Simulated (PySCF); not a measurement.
C2H6O2Si.
Atom-mapped SMILES: `[O:1]=[C:2]([OH:3])[CH2:4][SiH3:5]` (hydrogens: H6 on O3; H7, H8 on C4; H9, H10, H11 on Si5)

Method: PBE0-D3(BJ)/def2-SVP geometry optimisation, gas phase (PySCF); density fitting, grid level 1; the optimiser is geomeTRIC in internal coordinates, started from a GFN2-xTB structure with every atom displaced at random (about 0.01 Å).

Step 0: E = -14126.6202 eV
```
atom  x, y, z in Å  |  force x, y, z in eV/Å
O1      1.0600    0.2179    1.8870   -0.296   0.231  -0.373
C2      1.0284    0.1185    0.6814    1.264  -0.659   1.355
O3      1.8439   -0.7321    0.0424    0.665  -0.585  -0.111
C4      0.1481    0.7987   -0.2547   -1.560  -0.015  -0.106
Si5    -1.4481   -0.2996   -0.4700    0.823   1.084   0.650
H6      2.4212   -1.1835    0.6976   -0.592   0.452  -0.286
H7     -0.1581    1.7667    0.1509   -0.090   0.136   0.108
H8      0.6175    0.9334   -1.2220    0.201  -0.006  -0.485
H9     -1.0474   -1.5709   -1.0192    0.196  -0.882  -0.427
H10    -2.3444    0.4273   -1.3546   -0.525   0.269  -0.503
H11    -2.0835   -0.4924    0.8529   -0.085  -0.024   0.178
```

Step 1: E = -14126.6723 eV
```
atom  x, y, z in Å  |  force x, y, z in eV/Å
O1      1.1027    0.2686    1.8763    0.132   0.001   0.101
C2      1.1097    0.1441    0.6811   -0.729   0.049  -0.144
O3      1.9082   -0.7248    0.0461   -0.278   0.020  -0.258
C4      0.1372    0.8176   -0.2487    0.109  -0.022  -0.101
Si5    -1.4227   -0.2626   -0.4824    0.264  -0.212   0.232
H6      2.2424   -1.3013    0.7400    0.495  -0.134   0.235
H7     -0.1643    1.7770    0.1892    0.000   0.084   0.007
H8      0.5817    0.9767   -1.2422    0.043   0.040   0.000
H9     -0.9883   -1.5749   -1.0567   -0.081   0.055  -0.011
H10    -2.4432    0.3597   -1.3731    0.097   0.131  -0.049
H11    -2.0260   -0.4961    0.8621   -0.051  -0.011  -0.011
```

Step 2: E = -14126.7371 eV
```
atom  x, y, z in Å  |  force x, y, z in eV/Å
O1      1.1108    0.2481    1.8835   -0.182  -0.047   0.068
C2      1.0646    0.0866    0.6926    0.457   0.283   0.036
O3      1.9068   -0.7456    0.0566   -0.155  -0.087  -0.146
C4      0.1202    0.7761   -0.2432   -0.049  -0.189  -0.023
Si5    -1.4531   -0.2636   -0.4793   -0.022  -0.054   0.045
H6      2.4557   -1.1651    0.7382   -0.064   0.086   0.001
H7     -0.1596    1.7481    0.1868    0.007  -0.030   0.025
H8      0.5821    0.9232   -1.2315    0.022  -0.016   0.042
H9     -1.0822   -1.5872   -1.0633   -0.022   0.015  -0.005
H10    -2.4000    0.4375   -1.3941    0.016   0.039  -0.024
H11    -2.1078   -0.4740    0.8455   -0.008  -0.001  -0.019
```

**Question.** Estimate the geometry and energy of step 3. (The exact step hangs on the optimiser's Hessian estimate; all steps are aligned on step 2, rigid shifts and turns removed.)

**Answer.** E = -14126.7400 eV, largest force 0.357 eV/Å
```
atom  x, y, z in Å  |  force x, y, z in eV/Å
O1      1.0952    0.2605    1.8930    0.252  -0.182  -0.109
C2      1.0773    0.0986    0.7008   -0.255   0.166  -0.113
O3      1.8854   -0.7489    0.0421    0.156   0.010   0.321
C4      0.1238    0.7663   -0.2360   -0.052   0.009  -0.027
Si5    -1.4504   -0.2719   -0.4727   -0.010   0.027  -0.003
H6      2.4650   -1.1474    0.7109   -0.027  -0.041  -0.033
H7     -0.1588    1.7391    0.1901   -0.035  -0.003  -0.013
H8      0.5903    0.9104   -1.2217   -0.023   0.010  -0.005
H9     -1.0941   -1.5971   -1.0589   -0.005  -0.004  -0.006
H10    -2.3722    0.4502   -1.3987    0.000   0.006  -0.005
H11    -2.1240   -0.4756    0.8429    0.000   0.002  -0.007
```

The energy changes by -0.0028 eV. The first-order estimate −F·Δx gives -0.0237 eV and the mean of the old and new forces, exact on a quadratic surface, -0.0026 eV. The step makes an angle of 59° with the force vector and moves no atom by more than 0.034 Å.

What follows is the cost of the whole optimisation. The run took 29 s of wall time on one thread, Arm Neoverse V1 (aarch64), shared host, and the process peaked at 0.43 GiB of memory.
